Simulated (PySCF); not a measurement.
Spectrum to structure. Computed with TDDFT CAM-B3LYP/def2-SVPD, vertical, gas phase, core orbitals frozen in the response (PySCF 2.14.0, density-fitted response routines). Geometries: PBE0-D3(BJ)/def2-SVP, one conformer each.

```tsv
state	E (eV)	f	main configurations (H = HOMO, L = LUMO)
S1	4.74	0.042	H→L (98%)
S2	5.64	0.209	H-1→L (90%)
S3	5.96	0.035	H-2→L (69%)
S4	6.26	0.0055	H-1→L+5 (20%), H-1→L+2 (15%), H→L+2 (13%)
S5	6.33	0.0015	H→L+1 (32%), H→L+2 (16%), H→L+3 (14%)
S6	6.58	0.016	H-3→L (26%), H-1→L+3 (10%), H-2→L+5 (8%)
S7	6.67	0.032	H-1→L+1 (62%)
S8	6.77	0.0094	H→L+4 (29%), H→L+2 (21%), H-1→L+1 (8%)
S9	6.78	0.015	H→L+4 (16%), H-3→L (12%), H→L+2 (12%)
S10	6.97	0.0098	H→L+3 (47%), H→L+1 (20%), H→L+6 (14%)
```

Task: Which structure fits?
A. `O([C@@H](C)CC)[C@H](C)CC`
B. `C1C2([C@@H](C2)C#CC)C=CC=1`
C. `CCCCOCCCC`
D. `FC(F)(F)c1ccccc1`

Result: B. Its S1, at 4.74 eV, is the lowest among the candidates; the nearest of the others has S1 at 5.45 eV. S1 is HOMO→LUMO (98%). Löwdin shares by element: HOMO carbon 84% or more (atoms not listed hold the other 16%); LUMO carbon 63% or more (atoms not listed hold the other 37%). At the same level the other candidates give, for their lowest levels:
- `CC[C@@H](C)O[C@@H](C)CC`: 7.23 eV (f 0.001); 7.74 eV (f 0.007); 7.77 eV (f 0.016); 7.95 eV (f 0.004); 8.57 eV (f 0.005); T1 7.13 eV; HOMO -8.59, LUMO 1.35 eV
- `CCCCOCCCC`: 7.21 eV (f 0.037); 7.86 eV (f 0.013); 8.00 eV (f 0.018); 8.14 eV (f 0.023); 8.57 eV (f 0.008); T1 7.02 eV; HOMO -8.77, LUMO 1.45 eV
- `FC(F)(F)c1ccccc1`: 5.45 eV (f 0.005); 6.16 eV (f 0.012); 7.11 eV (f 0.546); 7.12 eV (f 0.693); 7.52 eV (f 0.000); T1 4.06 eV; HOMO -9.09, LUMO 0.02 eV
Triplets come from the Tamm–Dancoff approximation.
